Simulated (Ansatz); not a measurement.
C$_{2}$H$_{9}$InS, SMILES `[CH3][InH-]([CH3])[SH2+]`. Total charge 0; spin multiplicity 1. In: def2 effective core potential.

```xyz
13

C    -0.6994   -0.9677    1.5064
In   -0.3194    0.7683    0.2594
C     1.7244    1.3217   -0.1958
S    -0.7816   -0.6452   -2.2319
H    -0.6375   -0.6901    2.5617
H     0.0393   -1.7519    1.3260
H    -1.6972   -1.3742    1.3296
H    -1.6173    1.8872   -0.0458
H     2.1230    1.9569    0.5991
H     2.3645    0.4406   -0.2721
H     1.7801    1.8819   -1.1306
H    -0.2534   -1.8075   -1.8142
H    -2.0256   -1.0199   -1.8919
```

Q: What are the harmonic wavenumbers in cm⁻¹ at PBE0-D4/def2-TZVP (Ansatz, finite differences of forces, unscaled)? (Estimate.)

A: Computed: 43, 66, 72, 85, 89, 115, 129, 313, 335, 447, 464, 487, 513, 640, 699, 701, 730, 1186, 1190, 1202, 1449, 1451, 1454, 1457, 1751, 2716, 2730, 3046, 3050, 3130, 3134, 3138, 3146.

Q: Is this a minimum?

A: Yes, all 33 modes are real.

Q: Give the ideal-gas thermochemistry at 298.15 K and 1 bar (rigid rotor, harmonic oscillator; point group C1, symmetry number 1).

A: Zero-point energy 246.2 kJ/mol; H(298) − E = 276.2 kJ/mol; entropy 433.3 J/(mol·K), of which translation 173.6, rotation 117.4, vibration 142.3; G(298) − E = 146.9 kJ/mol. Modes under 100 cm⁻¹ are hindered rotations or soft bends, so the harmonic entropy is rough.

Q: Rotational constants (cm⁻¹)?

A: 0.1102, 0.05945, 0.04651.
